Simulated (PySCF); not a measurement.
# Electronic structure of F⁺ (fluorine, charge +1) at the UHF level

Configuration: [He] 2s2 2p4, high-spin 3P determinant. Calculation: PySCF 2.14, in Sapporo-DZP-2012 (4s3p1d, 18 functions); scalar relativity by spin-free X2C-1e.

```json
{
 "Total energy": "-98.876853 hartree",
 "One-electron energy": "-133.1897 hartree",
 "Hartree (Coulomb) energy": "43.9816 hartree",
 "Exchange energy": "-9.6687 hartree",
 "⟨S²⟩": "2.0044",
 "⟨L²⟩": "2.007",
 "Sum of ⟨r⟩": "6.198 bohr",
 "Sum of ⟨r²⟩": "7.268 bohr²",
 "Traceless quadrupole moment −½Σ⟨3z² − r²⟩ along its main axis": "-0.558 e·bohr²",
 "Langevin diamagnetic susceptibility": "-5.76 ×10⁻⁶ cm³/mol",
 "Time after the integrals": "0.04 s of wall time on 1 thread of Neoverse-V2 (shared host)"
}
```

```csv
shell,electrons,mean orbital energy (eV),spread (eV),"rms radius, mean of both spins (bohr)"
1s α,1,-740.86,0,0.204
1s β,1,-738.00,0,0.204
2s α,1,-65.604,0,1.06
2s β,1,-54.612,0,1.06
2p α,3,-40.726,3.272,1.11
2p β,1,-35.624,0,1.11
```
